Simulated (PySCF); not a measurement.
PySCF job for (E)-1-bromo-1-chloro-2-fluoroethene (C₂HBrClF), SMILES F/C=C(/Br)Cl, HF/pcSseg-1. The structure is a stationary point at TPSSh-D3(BJ)/def2-SVP.

```python
import numpy as np
from pyscf import gto, scf, dft
from pyscf.prop.nmr import rhf as nmr

mol = gto.M(
    atom='''
    F    -1.19006476   -2.45601588    0.00000000
    C    -1.20164918   -1.12582156    0.00000000
    C    -0.06782396   -0.40986929    0.00000000
    Cl    1.48475625   -1.15385683    0.00000000
    Br   -0.13475610    1.47463258    0.00000000
    H    -2.19697112   -0.67828597    0.00000000
    ''',
    basis='pcSseg-1',
    charge=0,
    spin=0,
    max_memory=1600,
    verbose=3,
)
mf = scf.RHF(mol)
mf.conv_tol = 1e-10
mf.max_cycle = 100
mf.kernel()
n = nmr.NMR(mf)
n.verbose = 2
n.max_cycle_cphf = 60
sigma = n.kernel()
print('atom   isotropic/ppm   span/ppm')
for i, s in enumerate(sigma):
    w = np.linalg.eigvalsh((s + s.T) / 2)
    print(f'{mol.atom_symbol(i):2s}{i + 1:3d} {w.mean():14.3f} {w[2] - w[0]:11.3f}')
```

Log of the run:

```
converged SCF energy = -3207.26190099215
atom   isotropic/ppm   span/ppm
F   1        329.783     161.650
C   2         32.344     176.769
C   3         63.422     135.774
Cl  4        749.414     375.687
Br  5       2167.001    1400.960
H   6         24.518       9.803
```

The run converged.

Cost: about 10 core-seconds (a rough figure).
